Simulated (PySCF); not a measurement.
# Correlation energy of Sb⁺ (antimony, charge +1)

[Kr] 4d10 5s2 5p2, high-spin 3P determinant. Computed with PySCF 2.14 in cc-pVDZ-PP with ECP28MDF (4s3p2d, 23 functions), with scalar relativity through the core potential. Frozen: 4s2 4p6 4d10; 4 electrons correlated.

MP2 pair energies summed by pair of shells (mhartree):

```csv
pair,energy,share (%)
5s-5p,-21.48,60.2
5s-5s,-10.69,30.0
5p-5p,-3.52,9.9
```

Total MP2 correlation energy: -35.69 mhartree.

Same-spin part -5.95 and opposite-spin part -29.74 mhartree; SCS-MP2 scales them by 1/3 and 6/5 to -37.67 mhartree.

```csv
level,correlation energy (mhartree)
CCSD,-49.92
(T),-0.51
CCSD(T),-50.43
```

Diagnostics: T1 = 0.0068, D1 = 0.0188, largest double amplitude 0.095.

Task: Is a single reference adequate?

Result: Mostly. T1 lies below 0.03, but a double amplitude of this size points to a near-degeneracy that CCSD handles and MP2 describes poorly.
